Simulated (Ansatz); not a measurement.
Species: C2H7GaO2, net charge 0, singlet state. 
Coordinates optimised at B3LYP-D3(BJ)/def2-TZVP (Ansatz, a program for electronic structure):
```xyz
12

C      2.2942     0.8229     0.2625
O      1.6646    -0.3295    -0.2781
Ga    -0.0978    -0.5736    -0.2836
O     -0.9941     0.7850     0.4636
C     -2.4014     0.8417     0.5866
H      2.8751     1.3190    -0.5204
H      2.9809     0.5204     1.0585
H      1.5807     1.5420     0.6740
H     -0.7579    -1.8390    -0.8793
H     -2.7828     1.7237     0.0633
H     -2.6771     0.9251     1.6422
H     -2.9075    -0.0402     0.1744
```

Basis-set convergence of Hartree-Fock and MP2 correlation energies (hartree) with Ansatz. Cores are frozen in the correlated levels unless marked. No spin-orbit coupling. The frozen core is the preceding noble-gas configuration, with the filled d and f shells of earlier blocks. No relativistic terms.

| basis | functions | E(HF) | E(corr, MP2) |
|---|---|---|---|
| aug-cc-pVDZ | 191 | -2152.80632 | -0.77120 |
| aug-cc-pVTZ | 404 | -2152.93978 | -0.93043 |
| aug-cc-pVQZ | 735 | -2152.95805 | -0.98598 |

Extrapolating the two largest sets (X = 3 and 4) as X^-3: E(corr) = (64·(-0.98598) - 27·(-0.93043))/37 = -1.0265 Eh, an estimate of the basis-set limit. The largest set recovers 96.1 % of it, the smallest 75.1 %.
